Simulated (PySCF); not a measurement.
These are TPSSh-D3(BJ)/def2-TZVP // B3LYP-D3(BJ)/def2-SVP (PySCF) values and carry that method's errors. Gas-phase values, no solvent. One relaxed conformer stands for a flexible species; it need not be the lowest. Excitations are Tamm–Dancoff values on a coarser integration grid. The basis has no diffuse functions, so Rydberg states are missing or too high.

Reference species (SMILES): `Bc1c2ccccc(F)c-2cc1` (neutral, multiplicity 1).

brightest of the four lowest singlets (TDA): 4.82 eV
LUMO: -2.81 eV
S1–T1 gap (TDA): 0.43 eV

Changed species: `c12cc(cc-1ccc(B)cc2)F`.

**Question.** Predict the effect on the brightest of the four lowest singlets (TDA), LUMO and S1–T1 gap (TDA).

**Answer.** the brightest of the four lowest singlets (TDA) drops by 1.35 eV, to 3.47 eV; the LUMO falls by 0.47 eV, to -3.28 eV; the S1–T1 gap (TDA) increases by 0.12 eV, to 0.55 eV.
